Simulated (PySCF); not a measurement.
This PySCF input asks for the NMR shieldings of `[Si](C)(C)(C)C`, C4H12Si; the geometry comes from GFN2-xTB.

```python
import basis_set_exchange as bse
import numpy as np
from pyscf import gto, dft
from pyscf.prop import nmr

atoms = """
C    -0.406572   -1.213421   -1.419378
Si   -0.001168   -0.000673   -0.001754
C     0.008130    1.785545   -0.675355
C    -1.319794   -0.154927    1.370252
C     1.716091   -0.415535    0.721562
H    -1.379676   -1.003559   -1.853159
H    -0.418731   -2.241638   -1.070248
H     0.327027   -1.147965   -2.217335
H     0.242457    2.501867    0.106393
H    -0.958122    2.057909   -1.089187
H     0.746490    1.907664   -1.462097
H    -2.312057    0.075313    0.994143
H    -1.350945   -1.160472    1.779082
H    -1.116988    0.525824    2.191677
H     1.746276   -1.426357    1.117085
H     2.493128   -0.336762   -0.032799
H     1.977455    0.259220    1.531210
"""
names = dict.fromkeys(["C", "Si", "H"], "MINI")
basis = {el: gto.basis.parse(bse.get_basis(n, elements=[el], fmt="nwchem")) for el, n in names.items()}
mol = gto.M(atom=atoms, basis=basis, charge=0, verbose=0)
mf = dft.RKS(mol, xc="GGA_XC_B97_D")
mf.grids.level = 2
mf.grids.alignment = dft.numint.BLKSIZE   # the property module wants whole blocks of grid points
mf.conv_tol = 1e-9
mf.kernel()

calc = nmr.RKS(mf)   # GIAO
sigma = calc.kernel()   # uncoupled for a functional without exact exchange
for i, s in enumerate(sigma):   # ppm
    w = np.linalg.eigvalsh((s + s.T) / 2)
    print("%2d %-2s iso %8.1f  s11 %8.1f  s22 %8.1f  s33 %8.1f" % (i, mol.atom_pure_symbol(i), w.mean(), *w))
```

Q: Give the expected output.

A: 
```
 0 C  iso    217.4  s11    213.1  s22    219.5  s33    219.5
 1 Si iso    607.7  s11    607.4  s22    607.6  s33    607.9
 2 C  iso    217.3  s11    213.1  s22    219.4  s33    219.5
 3 C  iso    217.3  s11    213.1  s22    219.5  s33    219.5
 4 C  iso    217.3  s11    213.1  s22    219.4  s33    219.5
 5 H  iso     30.7  s11     24.9  s22     28.1  s33     39.2
 6 H  iso     30.7  s11     24.9  s22     28.1  s33     39.2
 7 H  iso     30.7  s11     24.9  s22     28.1  s33     39.2
 8 H  iso     30.7  s11     24.9  s22     28.1  s33     39.2
 9 H  iso     30.7  s11     25.0  s22     28.1  s33     39.2
10 H  iso     30.7  s11     24.9  s22     28.1  s33     39.2
11 H  iso     30.7  s11     24.9  s22     28.1  s33     39.2
12 H  iso     30.7  s11     24.9  s22     28.1  s33     39.2
13 H  iso     30.7  s11     24.9  s22     28.1  s33     39.2
14 H  iso     30.7  s11     25.0  s22     28.1  s33     39.2
15 H  iso     30.7  s11     24.9  s22     28.1  s33     39.2
16 H  iso     30.7  s11     24.9  s22     28.1  s33     39.2
```

These numbers come from an equivalent density-fitted implementation of the same equations, which agrees with the script to about 0.01 ppm for H and up to a few tenths of a ppm for heavy atoms, so last digits may differ.

Size and cost of the density-fitted run: 41 basis functions, 3.7 s wall time on 1 thread of an Intel Xeon, shared host; peak memory 0.37 GiB.
